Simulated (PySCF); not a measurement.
Cl3Ge, SMILES [Cl][Ge]([Cl])[Cl], multiplicity 2. The structure is a stationary point at PBE-D3(BJ)/def2-SVP. The isomer is the one that the SMILES or the coordinates give; other isomers of the formula were not compared.

Computed equilibrium geometry at PBE-D3(BJ)/def2-SVP (PySCF confirms it by a frequency run) as Cartesian coordinates in Å:
```xyz
4

Cl     1.7778    -1.0264    -0.2951
Ge     0.0000     0.0000     0.4703
Cl    -1.7778    -1.0264    -0.2951
Cl     0.0000     2.0528    -0.2951
```
Charge 0, spin multiplicity 2.
